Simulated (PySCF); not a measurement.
Calculation: PBE-D3(BJ)/def2-TZVP // PBE0-D3(BJ)/def2-TZVP (PySCF 2.14.0). Isolated molecules, 0 K electronic values unless said otherwise. Excitations are Tamm–Dancoff values on a coarser integration grid. The basis has no diffuse functions, so Rydberg states are missing or too high.

Reference species (SMILES): `N[SiH]=[SiH2]` (neutral, multiplicity 1).

| Quantity | Result |
|---|---|
| S1 excitation (TDA) | 3.99 eV |
| S1–T1 gap (TDA) | 2.16 eV |
| HOMO–LUMO gap | 2.50 eV |

Changed species: `[H]/N=[SiH]\[SiH3]`.

Task: Give the shifts of the S1 excitation (TDA), S1–T1 gap (TDA) and HOMO–LUMO gap.

Result: the S1 excitation (TDA) falls by 0.52 eV, to 3.47 eV; the S1–T1 gap (TDA) falls by 1.55 eV, to 0.61 eV; the HOMO–LUMO gap rises by 0.69 eV, to 3.19 eV.
